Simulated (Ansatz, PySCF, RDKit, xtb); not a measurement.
H2O (SMILES O) and CH3F (SMILES CF) are pulled apart as rigid monomers along the line of their centres of mass, from the B3LYP-D3(BJ)/def2-TZVP minimum. Starting geometry (charge 0, multiplicity 1):
```xyz
8

O      0.0004     0.4835    -0.1392
H      0.2093    -0.1354     0.5728
H     -0.4386    -0.0408    -0.8158
C     -0.2219     0.5924     3.1373
F      0.2363    -0.5822     2.5223
H     -0.5277     1.2867     2.3564
H     -1.0638     0.3326     3.7781
H      0.5947     1.0073     3.7268
```

Interaction energies with rigid monomers; basis-set methods are counterpoise corrected unless marked otherwise.

Correlated levels freeze the cores. Rows in 6-311+G** carry no dispersion term and start afresh at each structure.

Programs: Ansatz (a quantum-chemistry and plane-wave program) with Gaussian orbitals; PySCF for 6-311+G** rows; RDKit for the force fields; xtb for the GFN methods. Each number belongs to the level named beside it.

| H2···F5 (Å) | UFF (meV) | GFN-FF (meV) | HF/aug-cc-pVTZ (meV) | B3LYP/6-311+G** (no counterpoise) (meV) | MP2/aug-cc-pVDZ (meV) |
|---|---|---|---|---|---|
| 1.80 | 1467.2 | -140.4 | -46.5 | -128.2 | ? |
| 2.00 | 381.1 | -163.5 | -103.4 | -159.1 | -148.1 |
| 2.30 | 39.7 | -142.9 | -111.9 | -141.1 | -136.8 |
| 2.80 | ? | -93.0 | -80.0 | -88.1 | -87.8 |
| 3.60 | -7.7 | -44.9 | -41.2 | -42.5 | -41.3 |

### Question
Fill in the missing entries.

### Answer

- 1.80, MP2/aug-cc-pVDZ (meV): -108.8
- 2.80, UFF (meV): -15.3
